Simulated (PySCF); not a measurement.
Cl2HNOW, SMILES [NH]=[W](=[O])([Cl])[Cl], multiplicity 1.

Geometry: PBE-D3(BJ)/def2-SVP. The spin state was assumed, not searched. The structure was generated by enumeration; whether it is a known compound was not checked. The def2 effective core potentials stand for the cores of W; spin–orbit coupling is left out.

Calculation: r2SCAN/def2-TZVP run with PySCF.

Isolated molecule, no solvent.

Problem. Estimate the frontier levels, gap, dipole moment and polarisability. (An estimate is asked for; the answer gives what the named calculation found.)

Solution. 
The highest occupied level is -7.72 eV and the lowest empty level comes out as -3.61 eV. The orbital gap is 4.11 eV, the dipole moment is 1.45 D and the quadrupole, principal values (traceless, Buckingham form, about the centre of nuclear charge) is -7.15, -2.36, 9.52 D·Å. The mean static polarisability is 73.2 bohr³ (10.85 Å³) and the polarisability, principal values comes out as 63.0, 75.1, 81.7 bohr³.
